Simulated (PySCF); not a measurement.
Compound: 3-ethylpyridine, C7H9N.
Cartesian coordinates in Å at the GFN2-xTB level; atoms count from 1:
```
atom  x, y, z in Å
C1    -2.2994    0.5088    0.5091
C2    -1.4050    0.0433   -0.6422
C3    -0.0019   -0.1733   -0.1588
C4     0.9332    0.8549   -0.1531
C5     2.2040    0.6147    0.3413
C6     2.4954   -0.6554    0.8148
N7     1.6172   -1.6432    0.8192
C8     0.4074   -1.4031    0.3481
H9    -3.3172    0.6653    0.1591
H10   -2.3137   -0.2362    1.3017
H11   -1.9277    1.4429    0.9251
H12   -1.4117    0.7973   -1.4326
H13   -1.8005   -0.8881   -1.0527
H14    0.6661    1.8310   -0.5351
H15    2.9502    1.3941    0.3575
H16    3.4735   -0.8983    1.2083
H17   -0.2767   -2.2426    0.3737
```

Level of theory: PBE0/def2-SVPD in PySCF (dipole) on a GFN2-xTB geometry, gas phase.

Take the most abundant isotopes and a rigid rotor. The values belong to one conformer with, in the numbering `[CH3:1][CH2:2][c:3]1[cH:4][cH:5][cH:6][n:7][cH:8]1`, C1–C2–C3–C4 -89°.

**Question.** What are A, B and C (MHz)?

**Answer.** Ia = 107.91, Ib = 332.33, Ic = 399.46 u·Å²; 505379 MHz·u·Å²/I gives A = 4684, B = 1521, C = 1265 MHz.

**Question.** What kind of rotor is it?

**Answer.** An asymmetric top: κ = (2 × 1521 − 4684 − 1265)/(4684 − 1265) = -0.85.

**Question.** Is it planar, by Δ = Ic − Ia − Ib?

**Answer.** Not planar: Δ = Ic − Ia − Ib = -40.78 u·Å². For a rigid frame Δ = −2 Σ m c², so Σ m c² = 20.39 u·Å² lies off the ab plane: 6.94 from hydrogen and 13.45 from heavier atoms. The atom farthest from that plane is 1.31 Å away.

**Question.** Give the other two planar moments, Paa and Pbb, and the rms extents of the mass along the axes.

**Answer.** Paa = Σ m a² = (Ib + Ic − Ia)/2 = 311.94 and Pbb = Σ m b² = (Ia + Ic − Ib)/2 = 87.51 u·Å². With the mass M = 107.07 u, the rms extents √(P/M) along a, b and c are 1.71, 0.90, 0.44 Å.

**Question.** Predict some low-J microwave lines.

**Answer.** The dipole components are |μa| = 1.60 D, |μb| = 1.90 D, |μc| = 0.20 D. Intensities carry the squares of the components, which stand as 0.71 : 1.00 : 0.01 (a : b : c). Some lines, for components of 0.1 D or more:

```
type  branch         J(Ka,Kc)    MHz  lower level (cm⁻¹)
   a       Q  2(1,1) ← 2(1,2)    767               0.376
   a       Q  4(1,3) ← 4(1,4)   2552               0.995
   b       Q  1(1,0) ← 1(0,1)   3418               0.093
   b       Q  2(1,1) ← 2(0,2)   3689               0.278
   b       Q  3(1,2) ← 3(0,3)   4122               0.555
   b       R  3(0,3) ← 2(1,2)   5376               0.376
   c       R  1(1,0) ← 0(0,0)   6204               0.000
   a       R  3(1,2) ← 2(1,1)   8731               0.401
   c       R  2(1,1) ← 1(0,1)   9246               0.093
   b       Q  2(2,1) ← 2(1,2)  10255               0.376
   b       Q  3(2,2) ← 3(1,3)  10647               0.641
   b       R  3(1,3) ← 2(0,2)  10887               0.278
   a       R  4(0,4) ← 3(0,3)  10998               0.555
   a       R  4(2,3) ← 3(2,2)  11132               0.997
   a       R  4(3,2) ← 3(3,1)  11172               1.546
   b       Q  4(2,3) ← 4(1,4)  11175               0.995
   c       R  2(2,0) ← 1(1,0)  15331               0.207
   c       R  2(2,1) ← 1(1,1)  15571               0.198
   b       Q  4(3,1) ← 4(2,2)  16286               1.375
   c       Q  3(3,1) ← 3(2,1)  16388               0.999
   b       Q  4(3,2) ← 4(2,3)  16502               1.368
   b       R  3(2,1) ← 2(1,2)  18687               0.376
   b       Q  4(4,1) ← 4(3,2)  23008               1.918
   b       R  3(3,1) ← 2(2,0)  24805               0.718
   b       R  4(3,2) ← 3(2,1)  27560               0.999
   c       R  4(3,1) ← 3(2,1)  27563               0.999
```

**Question.** Estimate the classical rotational partition function at 25 K, 298.15 K and 500 K.

**Answer.** Point group C1, symmetry number σ = 1; q = (√π/σ)·√((kT/h)³/(ABC)), k/h = 20836.6 MHz/K: 7020 at 25 K, 289000 at 298.15 K, 628000 at 500 K.

Whether it is a minimum is left open (no frequencies). Constants of a rigid frame at the computed geometry: no zero-point averaging, no centrifugal distortion. A rigid rotor knows nothing of internal rotation, which can split or shift real lines. Quadrupole hyperfine structure (14N) is left out.
